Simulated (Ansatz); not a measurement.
Ansatz (a program for electronic structure) input (CCSD(T)/aug-cc-pVDZ):

Ansatz 0.2 input:
```yaml
crystal:
  periodic: [false, false, false]
  atoms:
    - {symbol: N, position_ang: [-0.00000000, -0.00000000, -1.26217169]}
    - {symbol: C, position_ang: [-0.00000000, -0.00000000, -0.04055002]}
    - {symbol: O, position_ang: [0.00000000, 0.00000000, 1.13481274]}
basis:
  gaussian:
    orbitals: aug-cc-pVDZ
magnetization: {spin_polarized: true, initial_magnetization: 1}
correlation: {method: ccsd_t, electrons: outside_noble_gas}
output: {forces: true}
```

End of the output:

```
cycle   7  -12.35113547 eV  change   -3.8e-5 eV  update   7.8e-5
cycle   8  -12.35119187 eV  change   -5.6e-5 eV  update   3.7e-5
cycle   9  -12.35118025 eV  change    1.2e-5 eV  update   1.8e-5
cycle  10  -12.35117848 eV  change    1.8e-6 eV  update   7.3e-6
cycle  11  -12.35117556 eV  change    2.9e-6 eV  update   3.2e-6
cycle  12  -12.35117380 eV  change    1.8e-6 eV  update   1.4e-6
cycle  13  -12.35117313 eV  change    6.7e-7 eV  update   5.7e-7
coupled cluster: 0.32 GiB planned
perturbative correction -0.52748926 eV, -0.0193848726 hartree
the calculation of the forces begins
Total energy: -4561.37538296 eV, -167.6274535123 hartree
Atom 0 at    -0.000000    -0.000000    -1.262172 Å, force     0.000000     0.000000    -2.234757 eV/Å
Atom 1 at    -0.000000    -0.000000    -0.040550 Å, force    -0.000000    -0.000000     0.465235 eV/Å
Atom 2 at     0.000000     0.000000     1.134813 Å, force     0.000000    -0.000000     1.769521 eV/Å
Dipole moment:     0.000000     0.000000     0.155463 e Å
```

It need not be the lowest isomer of its formula.
